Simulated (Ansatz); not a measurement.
Geometry optimisation, Ansatz, RKS B3LYP/STO-3G.

input.yaml

```yaml
crystal:
  periodic: [false, false, false]
  atoms:
    - { symbol: C, position_ang: [-0.7741, -1.3891, -0.4152] }
    - { symbol: C, position_ang: [0.1829, -0.2356, -0.057] }
    - { symbol: C, position_ang: [1.45, -0.8981, 0.4512] }
    - { symbol: Si, position_ang: [0.6155, 0.9545, -1.5384] }
    - { symbol: Si, position_ang: [-0.5348, 1.001, 1.2031] }
    - { symbol: O, position_ang: [-2.0753, 1.5236, 0.8494] }
    - { symbol: H, position_ang: [-1.739, -0.937, -0.8108] }
    - { symbol: H, position_ang: [-0.3755, -1.9916, -1.2049] }
    - { symbol: H, position_ang: [-1.0643, -1.946, 0.4869] }
    - { symbol: H, position_ang: [2.2483, -0.1625, 0.7717] }
    - { symbol: H, position_ang: [1.9168, -1.5515, -0.276] }
    - { symbol: H, position_ang: [1.3016, -1.5087, 1.3664] }
    - { symbol: H, position_ang: [1.466, 2.0272, -1.1732] }
    - { symbol: H, position_ang: [1.1346, 0.148, -2.5995] }
    - { symbol: H, position_ang: [-0.7113, 1.5132, -2.0752] }
    - { symbol: H, position_ang: [-0.6313, 0.3278, 2.5317] }
    - { symbol: H, position_ang: [0.3573, 2.2091, 1.4185] }
    - { symbol: H, position_ang: [-2.805, 0.927, 1.123] }
basis:
  gaussian: { orbitals: STO-3G }
hamiltonian:
  xc: b3lyp
relax:
  f_tol: 0.02
  max_steps: 40
```

Launched with:

```bash
$ ansatz run input.yaml --threads 1 --pin off --max-ram 2048MiB --backend cpu --events-out ev --progress --plain --runs-dir out
```

Where does it end, and by what steps?

The forces met the threshold. Limits of this set-up: minimal basis. After 11 steps the energy has fallen by 0.826 eV; H18 moved furthest, 0.43 Å.

```json
{"step": "0", "energy less start (eV)": "0.0000", "largest force component (eV/Å)": "3.100", "accepted": "yes"}
{"step": "1", "energy less start (eV)": "-0.6245", "largest force component (eV/Å)": "1.044", "accepted": "yes"}
{"step": "2", "energy less start (eV)": "-0.7752", "largest force component (eV/Å)": "0.473", "accepted": "yes"}
{"step": "3", "energy less start (eV)": "-0.7838", "largest force component (eV/Å)": "0.840", "accepted": "yes"}
{"step": "4", "energy less start (eV)": "-0.8188", "largest force component (eV/Å)": "0.115", "accepted": "yes"}
{"step": "5", "energy less start (eV)": "-0.8215", "largest force component (eV/Å)": "0.132", "accepted": "yes"}
{"step": "6", "energy less start (eV)": "-0.8231", "largest force component (eV/Å)": "0.093", "accepted": "yes"}
{"step": "7", "energy less start (eV)": "-0.8244", "largest force component (eV/Å)": "0.063", "accepted": "yes"}
{"step": "8", "energy less start (eV)": "-0.8253", "largest force component (eV/Å)": "0.087", "accepted": "yes"}
{"step": "9", "energy less start (eV)": "-0.8257", "largest force component (eV/Å)": "0.073", "accepted": "yes"}
{"step": "10", "energy less start (eV)": "-0.8261", "largest force component (eV/Å)": "0.026", "accepted": "yes"}
{"step": "11", "energy less start (eV)": "-0.8261", "largest force component (eV/Å)": "0.010", "accepted": "yes"}
```

```xyz
18
Properties=species:S:1:pos:R:3
C -0.819 -1.319 -0.382
C 0.174 -0.154 -0.037
C 1.518 -0.783 0.472
Si 0.510 0.870 -1.599
Si -0.551 0.915 1.365
O -1.977 1.758 0.905
H -1.786 -0.935 -0.749
H -0.406 -1.977 -1.165
H -1.020 -1.947 0.502
H 2.258 -0.008 0.727
H 1.967 -1.436 -0.295
H 1.353 -1.399 1.372
H 1.428 1.946 -1.307
H 1.088 0.032 -2.625
H -0.721 1.434 -2.105
H -0.787 0.052 2.509
H 0.390 1.948 1.733
H -2.658 1.014 0.731
```

Run time: 55 s on 1 thread of Intel(R) Xeon(R) Platinum 8488C (Sapphire Rapids), on a shared host, peak memory 0.16 GiB.
